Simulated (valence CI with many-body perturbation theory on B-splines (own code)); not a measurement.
**Sb⁴⁶⁺: what the settings do**

Computed by relativistic CI+MBPT: three valence electrons over a frozen Dirac-Fock core [He], radial functions for each j: 6 s, 6 p, 5 d, 3 f, 1 g, with the one-electron correlation potential Σ1 (screened to all orders), the two-electron term Σ2, the three-electron term Σ3, Breit, model QED; selected single and double excitations, second order for the rest (own B-spline code, finite nucleus).

No measured spectrum was set against this ion. As an estimate, large intervals hold to a few tenths of a per cent, small ones and those within an open d or f shell to about a per cent.

The reference run has the lowest level (2s^2 2p1/2) J=1/2 and an ionisation energy of 8135.67 eV. Its largest variational space holds 3848 state functions.

Levels are named by their leading jj configuration (3d3/2^4 stands for four electrons in 3d with j = 3/2), which in mixed levels can hold well under half, so a name can repeat and another be missing. Letters in brackets count levels of one name in rising energy.

Changed runs:
A. scale of Σ1 1 → 0; scale of Σ2 1 → 0; three-electron term on → off
B. averaging of valence orbitals over low configurations on → off
C. scale of Σ2 1 → 0
D. Davidson tolerance 2e-05 → 0.03 (bad on purpose)

Excitation energies of the reference run in cm⁻¹, and shifts in cm⁻¹:

```
                     Level  Reference      A        B      C     D
        (2s 2p1/2^2) J=1/2    1207640  +2664      +85   +596     0
        (2s^2 2p3/2) J=3/2    2249280   -622     +4.2   -4.1     0
(2s 2p1/2 2p3/2) J=3/2 [a]    3093780  +1506      +55   +287  +0.1
    (2s 2p1/2 2p3/2) J=5/2    3334580  +1919      +65   +530     0
(2s 2p1/2 2p3/2) J=3/2 [b]    3713590  +3129      +73  +1472     0
    (2s 2p1/2 2p3/2) J=1/2    3723150  +3996      +61  +2301     0
     (2p1/2^2 2p3/2) J=3/2    5018220  +6597     +154  +2916     0
        (2s 2p3/2^2) J=5/2    5490400  +1165      +66   +435  +0.1
        (2s 2p3/2^2) J=1/2    6045910  +1691     +127   +610     0
        (2s 2p3/2^2) J=3/2    6054750  +3309      +58  +2253     0
     (2p1/2 2p3/2^2) J=3/2    7031820  +5929     +121  +2903     0
     (2p1/2 2p3/2^2) J=5/2    7183550  +5572     +134  +2554     0
    Ionisation energy (eV)    8135.67  -0.28  -0.0014  +0.07     0
```
